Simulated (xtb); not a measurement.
octasulfur (S8), singlet, at a GFN2-xTB geometry. Base run: xtb 6.7.1 with GFN2-xTB.

Input for xtb:
```
$ xtb mol.xyz --gfn 2 --json

# file mol.xyz
8

S      1.75411790    -1.78962887     0.07332880
S      1.52958456    -0.06385551     1.13564303
S      1.91565693     1.61650911     0.04727578
S      0.12771566     2.07563782    -0.95606029
S     -1.36295301     1.78306853     0.41879447
S     -2.36887737     0.11051203    -0.23977795
S     -1.52527058    -1.63948521     0.44497305
S     -0.06997411    -2.09275791    -0.92417688
```

Each row names what was changed in the base input (with any setting that the change needs).

```csv
change,ΔE vs base (mEh),HOMO-LUMO gap (eV),dipole (D),G_solv (kcal/mol),SCF cycles
base,0.000,2.37,0.28,-,11
acc = 30,0.000,2.37,0.28,-,7
acc = 1000,0.000,2.37,0.28,-,5
gbsa = water,-2.567,2.38,0.31,-1.61,10
etemp = 1000,0.000,2.37,0.28,-,11
gbsa = acetonitrile,-12.463,2.38,0.30,-7.82,10
etemp = 10000,-119.6,2.46,0.20,-,12
```

ALPB and GBSA are two models with their own fitted parameters for each solvent, which aren't always the measured dielectric constant.
